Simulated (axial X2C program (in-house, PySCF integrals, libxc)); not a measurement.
## Low determinants of AlFe at the PBE0 level, with spin–orbit coupling

All values were computed with an axial X2C code built on PySCF integrals. Two-component (2c) means X2C with spin–orbit coupling and atomic mean-field two-electron Coulomb terms, the Gaunt term switched off. Basis: Fe dyall-v3z [9s10p6d3f2g], Al dyall-v3z [8s8p2d1f] (cores contracted in-house); Gaussian nuclei, density fitting, unrestricted open shells. Masses: Fe 55.935 u, Al 26.982 u.

Search at 2.420 Å (vertical energies from the lowest determinant):

```json
{"ΔE (eV)": "0.00", "state": "Ω = 3/2", "electrons beyond evenly filled partner blocks": "ω = 1/2, ω = -3/2, ω = 5/2", "electrons in ±ω = 1/2, 3/2, 5/2, 7/2": "29 9 1 0"}
{"ΔE (eV)": "0.49", "state": "Ω = 5/2", "electrons beyond evenly filled partner blocks": "ω = 5/2", "electrons in ±ω = 1/2, 3/2, 5/2, 7/2": "30 8 1 0"}
{"ΔE (eV)": "0.52", "state": "Ω = 1/2", "electrons beyond evenly filled partner blocks": "ω = -1/2, ω = -3/2, ω = 5/2", "electrons in ±ω = 1/2, 3/2, 5/2, 7/2": "29 9 1 0"}
{"ΔE (eV)": "0.60", "state": "Ω = 9/2", "electrons beyond evenly filled partner blocks": "ω = 1/2, ω = 3/2, ω = 5/2", "electrons in ±ω = 1/2, 3/2, 5/2, 7/2": "29 9 1 0"}
{"ΔE (eV)": "0.68", "state": "Ω = 7/2", "electrons beyond evenly filled partner blocks": "ω = -1/2, ω = 3/2, ω = 5/2", "electrons in ±ω = 1/2, 3/2, 5/2, 7/2": "29 9 1 0"}
{"ΔE (eV)": "0.73", "state": "Ω = 3/2", "electrons beyond evenly filled partner blocks": "ω = 3/2", "electrons in ±ω = 1/2, 3/2, 5/2, 7/2": "28 9 2 0"}
{"ΔE (eV)": "0.73", "state": "Ω = 5/2", "electrons beyond evenly filled partner blocks": "ω = 5/2", "electrons in ±ω = 1/2, 3/2, 5/2, 7/2": "28 10 1 0"}
```

Lowest determinant, Ω = 3/2 (⟨Sz⟩ = 1.50, ⟨Lz⟩ = 0.00 at PBE0): Re = 2.414 Å, ωe = 299.9 cm⁻¹.

The determinant in row 2 of the search, Ω = 5/2 (⟨Sz⟩ = 1.50, ⟨Lz⟩ = 1.00 at PBE0), was followed along the bond at PBE0; measured from the minimum of the lowest determinant it gives:

Te = 0.473 eV (3816 cm⁻¹), Re = 2.499 Å, ωe = 261.2 cm⁻¹.

**Question.** Compare the bond of the determinant in row 2 with that of the lowest one.

**Answer.** At PBE0 its Re is 0.085 Å longer and its force constant, which goes as ωe², is 0.76 times that of the lowest determinant. T0 ≈ Te + Δωe/2 = 3816 + (-19) = 3797 cm⁻¹.

The search compares states at one distance, so a state with another bond length can lie lower; it is not exhaustive and yields mostly the lowest determinant of each block pattern, so other components and higher states of one pattern are missing. These are energies of single determinants, not of spin-adapted states; PBE0 term energies can be off by some tenths of an eV, and the functional has no current term.
